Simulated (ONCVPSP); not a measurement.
# Transferability test, ONCV potential for Al (Z = 13)

| Quantity | Value |
| --- | --- |
| Element | Al (Z = 13) |
| Generator | ONCVPSP 4.0.1 |
| Type | optimised norm-conserving Vanderbilt (ONCV) |
| Functional | Wu-Cohen |
| Relativity | non-relativistic |
| Frozen core | [Ne] |
| Valence charge | 3 |
| Reference configuration | 3s2 3p1 |
| Partial waves | 3s: rc 1.75 bohr, ncon 5, nbas 9, qcut 3.9 1/bohr, 3 projectors, debl 3.7 Ha; 3p: rc 2.50 bohr, ncon 4, nbas 7, qcut 3.8 1/bohr, 2 projectors, debl 1 Ha; d scattering state at 0.39 Ha: rc 2.40 bohr, ncon 4, nbas 7, qcut 4.6 1/bohr, 3 projectors, debl 1.3 Ha |
| Local potential | polynomial inside 1.30 bohr (lpopt 4, dvloc0 6 Ha) |
| Core correction | Teter function fitted to the true core (icmod 2), fcfact 0.7 |

Energies are relative to the spin-unpolarised reference configuration 3s2 3p1; without spin polarisation the order of configurations can differ from experiment.

| valence configuration | charge | ΔE all-electron (eV) | error AE − PS (meV) |
| --- | --- | --- | --- |
| 3s2 3p0 | +1 | 5.748 | +0.4 |
| 3s1 3p0 | +2 | 24.907 | +14 |
| 3s2 3p0.5 | +0.5 | 2.076 | 0.0 |

(1) What are ΔE and the potential's error for 3s1 3p2?

Levels in the configuration 3s1 3p0:

| level | all-electron (eV) | pseudo (eV) |
| --- | --- | --- |
| 3s | -23.603 | -23.571 |

Note: ghosts flagged at negative energy: s at -708.9 eV; GHOST(+) flags only above 600 eV. A true bound ghost makes a file unfit for plane-wave use.

Answers

(1) ΔE = 5.097 eV all-electron; the error (AE − PS) is -2.8 meV.
